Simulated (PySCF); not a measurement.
Two-component Hartree-Fock for Co¹¹⁺ (cobalt, charge +11)

Start: [Ne] 3s2 3p4; 3p1/2 filled at m_j = -1/2, +1/2; 3p3/2 filled at m_j = +1/2, +3/2. Calculated with PySCF 2.14 in an uncontracted even-tempered set (20 s from 0.76 bohr⁻², ratio 2.4; 14 p from 0.98 bohr⁻², ratio 2.4; 5 d from 5.4 bohr⁻², ratio 2.6; 4 f from 8.1 bohr⁻², ratio 2.6): generalised Hartree-Fock with the X2C-1e Hamiltonian and a Gaussian nucleus; one run each with spin-orbit coupling (SO) switched off, then screened by Boettger's factors.

| spinor shell | electrons | ε, spin-free (eV) | ε, screened SO (eV) | weight of nominal j (screened SO) | rms radius, screened SO (bohr) |
| --- | --- | --- | --- | --- | --- |
| 1s1/2 | 2 | -8087.6 | -8087.3 | 1.000 | 0.0649 |
| 2s1/2 | 2 | -1273.5 | -1273.4 | 1.000 | 0.274 |
| 2p1/2 | 2 | -1131.2 | -1142.4 | 0.992 | 0.244 |
| 2p3/2 | 4 | -1131.2 | -1125.5 | 0.996 | 0.247 |
| 3s1/2 | 2 | -381.86 | -381.81 | 1.000 | 0.732 |
| 3p3/2 | 2 | -340.11 | -341.61 | 0.788 | 0.739 |
| 3p1/2 | 2 | -340.11 | -339.02 | 0.718 | 0.739 |

```json
{"quantity": "E (hartree)", "spin-free": "-1342.96423", "screened SO": "-1343.03348"}
{"quantity": "M_J", "spin-free": "2", "screened SO": "2"}
{"quantity": "⟨J²⟩", "spin-free": "6.003", "screened SO": "6.005"}
{"quantity": "⟨L²⟩", "spin-free": "2.002", "screened SO": "2.216"}
{"quantity": "⟨S²⟩", "spin-free": "2.001", "screened SO": "1.895"}
```

Each row is a mean over spinors that exchange with the open shell spreads, by up to 15.064 eV (3s1/2).

Rows whose weight is well below 1 are mixtures of j = l ± 1/2: exchange outweighs spin-orbit coupling there, and the label is only the starting occupation.

Without spin-orbit coupling the j labels of p, d and f shells carry no meaning; the spin-free column gives the mean over the occupied spinors of each nl shell.
